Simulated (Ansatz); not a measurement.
```yaml
crystal:
  periodic: [false, false, false]
  atoms:
    - {symbol: K, position_ang: [0.562536, 5.531291, 0.625897]}
    - {symbol: K, position_ang: [1.934373, 1.966178, 0.156000]}
    - {symbol: K, position_ang: [-0.403879, -2.512507, -0.354922]}
    - {symbol: K, position_ang: [-4.089250, -3.401724, -0.442870]}
    - {symbol: K, position_ang: [-2.583807, -7.018525, -1.281486]}
    - {symbol: K, position_ang: [4.157399, 6.469575, 0.468886]}
    - {symbol: K, position_ang: [-1.743141, 1.018189, 0.198034]}
    - {symbol: H, position_ang: [0.651936, -0.230935, -0.072938]}
    - {symbol: H, position_ang: [0.376875, -5.382783, -0.079029]}
    - {symbol: H, position_ang: [-2.824591, -1.287021, -0.091862]}
    - {symbol: H, position_ang: [1.107039, -5.528606, 0.108824]}
    - {symbol: H, position_ang: [3.097757, 4.220430, 0.322546]}
    - {symbol: H, position_ang: [-1.807795, -4.653839, -0.719584]}
    - {symbol: H, position_ang: [2.017782, 7.609536, 0.733180]}
    - {symbol: H, position_ang: [-0.453234, 3.200740, 0.429333]}
basis:
  gaussian: {orbitals: STO-3G}
total_charge: 1
hamiltonian: {xc: {name: PBE0-DH}}
accuracy: high
scf: {omitted_lower_state_checks: [starts]}
output: {forces: true}
```

```sh
$ ansatz run in.yaml --threads 4 --pin off --events-out ev --progress --plain --max-ram 4787MiB
```

It prints (some lines left out):

```
Functional definition: PBE0-DH
2348 factors; integrals over basis functions are off by at most 9.4e-8 eV
mean field evaluation 1: about -113188.4122 eV, gradient 2.0e1 eV
mean field evaluation 2: about -113188.7114 eV, gradient 2.1e1 eV
mean field evaluation 4: about -113191.8748 eV, gradient 7.3e-1 eV
mean field evaluation 8: about -113191.8806 eV, gradient 4.0e-2 eV
mean field evaluation 16: about -113191.8806 eV, gradient 1.1e-5 eV
mean field -113191.88059641 eV, -4159.7248877059 hartree, gradient 6.6e-8 eV, S^2 0.000000; 0 other end points of the search recorded, 0 dependent functions left out
35 core orbitals not correlated: weight in the atoms' cores, before any rotation towards them, 1.000 or more for the frozen orbitals, at most 0.000 for the correlated occupied ones
reference -113191.88059937 eV, -4159.7248878144 hartree; 35, 35 occupied and 29, 29 virtual orbitals, 2348 factors
second order -6.95151381 eV of doubles, -0.00000000 eV of singles
Total energy: -113192.74953859 eV, -4159.7568207420 hartree
Atom 0 at     0.562536     5.531291     0.625897 Å, force     0.424994    -0.068191    -0.048926 eV/Å
Atom 1 at     1.934373     1.966178     0.156000 Å, force    -0.125181     0.551688     0.041156 eV/Å
Atom 2 at    -0.403879    -2.512507    -0.354922 Å, force     0.013866     0.955312     0.109131 eV/Å
Atom 3 at    -4.089250    -3.401724    -0.442870 Å, force     0.950550     0.986791     0.166920 eV/Å
Atom 4 at    -2.583807    -7.018525    -1.281486 Å, force     0.550785     0.971715     0.224212 eV/Å
Atom 5 at     4.157399     6.469575     0.468886 Å, force    -1.211129    -0.404893     0.047234 eV/Å
Atom 6 at    -1.743141     1.018189     0.198034 Å, force     0.533153     0.173463    -0.011115 eV/Å
Atom 7 at     0.651936    -0.230935    -0.072938 Å, force    -0.338921    -0.288584    -0.035494 eV/Å
Atom 8 at     0.376875    -5.382783    -0.079029 Å, force     1.799347    -0.387349     0.463746 eV/Å
Atom 9 at    -2.824591    -1.287021    -0.091862 Å, force    -0.051578    -0.528352    -0.110220 eV/Å
Atom 10 at     1.107039    -5.528606     0.108824 Å, force    -1.690097     0.337130    -0.429097 eV/Å
Atom 11 at     3.097757     4.220430     0.322546 Å, force    -0.164421    -0.294053    -0.027127 eV/Å
Atom 12 at    -1.807795    -4.653839    -0.719584 Å, force    -0.884490    -0.774026    -0.226843 eV/Å
Atom 13 at     2.017782     7.609536     0.733180 Å, force     0.181631    -0.957794    -0.110340 eV/Å
Atom 14 at    -0.453234     3.200740     0.429333 Å, force     0.011492    -0.272857    -0.053237 eV/Å
Dipole moment:    -2.081429    -5.572409    -0.876836 e Å
Checks for a lower state left out: starts
```

It took 29 s on 4 threads of Arm Neoverse V1 on a shared host, peak host memory 0.72 GiB.

Correlated methods freeze 35 core orbitals; core or outer-core shells of K are correlated, in sets that lack core-valence functions.

The dipole of an ion depends on the origin.
